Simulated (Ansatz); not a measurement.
```yaml
crystal:
  periodic: [false, false, false]
  atoms:
    - {symbol: C, position_ang: [0.521666, 1.649505, -0.223085]}
    - {symbol: Sb, position_ang: [0.981759, 0.067053, 1.210685]}
    - {symbol: C, position_ang: [-0.909166, -1.068993, 0.742199]}
    - {symbol: Ga, position_ang: [0.392601, -1.684022, -0.566447]}
    - {symbol: H, position_ang: [-0.032043, 2.427826, 0.302869]}
    - {symbol: H, position_ang: [-0.083810, 1.295059, -1.058404]}
    - {symbol: H, position_ang: [1.451689, 2.065776, -0.609139]}
    - {symbol: H, position_ang: [-1.760560, -0.443796, 0.483146]}
    - {symbol: H, position_ang: [-1.153653, -1.753577, 1.553752]}
    - {symbol: H, position_ang: [0.591506, -2.554822, -1.835586]}
basis:
  gaussian: {orbitals: def2-mTZVPP, fitting: {mean_field: cc-pVTZ-jkfit}, point_charges: [{charge: 2.00, position_ang: [5.889, -0.148, 0.810]}]}
hamiltonian: {xc: {name: B3LYP}, dispersion: d3bjatm}
accuracy: high
scf: {lower_state_search: off}
```

```sh
$ ansatz run in.yaml --threads 4 --pin off --events-out ev --progress --plain --max-ram 10444MiB
```

(1) How does Ansatz answer? (An estimate is asked.)

Answers

(1) Ansatz gave: The program refused the input.
```
Functional definition: B3LYP
  name "B3LYP"
  cite "Stephens, Devlin, Chabalowski & Frisch, J. Phys. Chem. 98, 11623 (1994) doi:10.1021/j100096a001"
  cite "Becke, Phys. Rev. A 38, 3098 (1988) doi:10.1103/PhysRevA.38.3098"
  cite "Lee, Yang & Parr, Phys. Rev. B 37, 785 (1988) doi:10.1103/PhysRevB.37.785"
  cite "Vosko, Wilk & Nusair, Can. J. Phys. 58, 1200 (1980) doi:10.1139/p80-159"
  parameter a0 = 0.2
  parameter ax = 0.72
  parameter ac = 0.81
  exchange = (1 - a0 - ax)*slater_x + ax*b88_x + a0*exact_x
  correlation = (1 - ac)*vwn_rpa_c + ac*lyp_c
these checks for a lower state are left out or cut short: stability, starts, cluster_reference, orbital_swaps, neighbouring_geometries, increment
Error: <dir> the basis set cc-pVTZ-JKFIT has no functions for Sb
```

B3LYP here is the variant with VWN-RPA as its local correlation; programs differ in this.
